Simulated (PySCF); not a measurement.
Computed IR spectrum (relative IR intensity) of a molecule C₂H₇FOSi. Geometry optimised at PBE-D3(BJ)/def2-SVP. The values are those of a single conformer. Calculation: PBE-D3(BJ)/def2-SVP in PySCF. Frequencies are harmonic and unscaled.

Lines under 2 % of the strongest are left out, and lines within 2 cm⁻¹ are merged.

ν (cm⁻¹): 302 (vw), 329 (w), 636 (vw), 723 (vw), 736 (m), 769 (w), 817 (vw), 876 (vs), 921 (vs), 1118 (s), 1136 (vw), 1174 (s), 1225 (m), 1376 (vw), 1420 (vw), 1424 (vw), 2171 (s), 2922 (m), 2998 (m), 3042 (w) (against the strongest line: vs over 80 %, s over 45 %, m over 15 %, w over 4 %, vw less)

Q: Pick the molecule that these values belong to.
(A) C[Si@H](F)CO
(B) CO[SiH2]CF
(C) CC[Si@@H](O)F
(D) CO[SiH](C)F

A: D, CO[SiH](C)F
